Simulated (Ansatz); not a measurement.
Harmonic frequencies (cm⁻¹) at PBE0-D4/def2-TZVP from Ansatz: 28, 107, 196, 432, 480, 672, 720, 779, 828, 926, 1097, 1241, 2255, 2267, 3094.

Each molecule was computed in one conformer, which needn't be the lowest.

Which molecule is it?
A. `O[C]1=[N][Al]1[OH]`
B. `BC(=O)C=S`
C. `S=C[SiH2]Br`
D. `FB1[SiH2][SiH2]1`

C.
